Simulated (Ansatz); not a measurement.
Ideal-gas functions of C₂H₃ClGe (`C#[C][GeH2][Cl]`) at 400 K and 1 bar, from an Ansatz frequency run at PBE0-D4/def2-TZVP.

Molar mass 135.11 g/mol, point group Cs (symmetry number 1), electronic degeneracy 1, moments of inertia 72.547, 225.939, 291.904 u Å². Harmonic wavenumbers (cm⁻¹, unscaled): 104, 214, 303, 428, 529, 536, 672, 729, 740, 778, 864, 2168, 2194, 2197, 3465.

Use S(trans) = R[1.5 ln M + 2.5 ln T − 1.1517]; rotational temperatures θ = 24.2544 K / I; S(rot) = R[ln(√π/σ · √(T³/θAθBθC)) + 1.5]; for each mode x = 1.438777 ν̃/T, S = R[x/(eˣ − 1) − ln(1 − e⁻ˣ)] and H = RT x/(eˣ − 1); 1 cm⁻¹ = 0.0119627 kJ/mol; R = 8.31446 J/(mol·K).

Q: By hand: the entropy, in J/(mol·K).

A: Translation 176.2. Rotation: θ = 0.3343, 0.1073, 0.0831 K, giving 116.1. Vibration, mode by mode: 16.54, 10.69, 8.00, 5.50, 4.12, 4.04, 2.74, 2.33, 2.26, 2.03, 1.59, 0.03, 0.03, 0.03, 0.00, in all 59.9. Electronic 0.0. Sum 352.2 J/(mol·K).

Q: By hand: H − E and G − E in kJ/mol, counted from the electronic energy.

A: Zero-point energy ½ × 15921 × 0.0119627 = 95.2; thermal vibration 13.6; translation, rotation and pV give 4 RT = 13.3. H − E = 122.1 kJ/mol, and G − E = 122.1 − 400 × 352.2/1000 = -18.8 kJ/mol.

Vibration gives 17 % of the entropy, 16.5 J/(mol·K) of it from the mode under 150 cm⁻¹: soft modes count most, and the harmonic formula is weakest for them.
